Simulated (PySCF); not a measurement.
# CI at r²SCANh

Computed with r²SCANh; basis C def2-SVPD, I def2-SVPD with ECP28; scalar-relativistic core potentials; PySCF 2.14.

```
state                                          : ²Π (doublet), unpaired electrons π ↑
bond length                                    : 2.043 Å
harmonic wavenumber                            : 634 cm⁻¹
force constant                                 : 2.59 mdyn/Å
rotational constant Be                         : 0.3685 cm⁻¹
anharmonicity ωexe                             : 3.08 cm⁻¹
vibration–rotation constant αe                 : 0.00273 cm⁻¹
well depth De to C + I                         : 2.93 eV
dissociation energy D0                         : 2.89 eV
bond order (Mayer)                             : 1.61
dipole moment (positive dipole means C(−)I(+)) : 1.74 D
```

These are scalar-relativistic numbers at best; spin–orbit coupling would shift them, the dissociation energy most. The state was picked by a PBE0 search and need not be the measured ground state.
